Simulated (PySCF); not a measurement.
germanium monotelluride anion (GeTe), SMILES [Ge]=[Te] (connectivity only; charge and spin as stated), charge -1, multiplicity 2. Atoms are numbered in the order given.

```xyz
2

Ge     0.0000     0.0000    -1.5239
Te     0.0000     0.0000     0.9378
```
Charge -1, spin multiplicity 2.

Coordinates come from a PBE0-D3(BJ)/def2-TZVPD optimisation. The multiplicity is an assumed one; other spin states were not compared. The def2 effective core potentials stand for the cores of Te; spin–orbit coupling is left out.

Computed with PBE0/def2-TZVPD (PySCF).

Gas-phase values at a fixed geometry. A positive occupied level means that this level leaves the electron formally unbound; only the finite basis holds it.

The total energy comes out as -2344.84831 hartree and the point group is C∞v. The α spin, highest occupied and lowest empty level is 0.62 and 2.25 eV, the β spin, highest occupied and lowest empty level is -1.27 and 2.52 eV and the dipole moment about the centre of nuclear charge comes out as 0.26 D. The ⟨S²⟩ comes out as 0.758 (pure state 0.75).
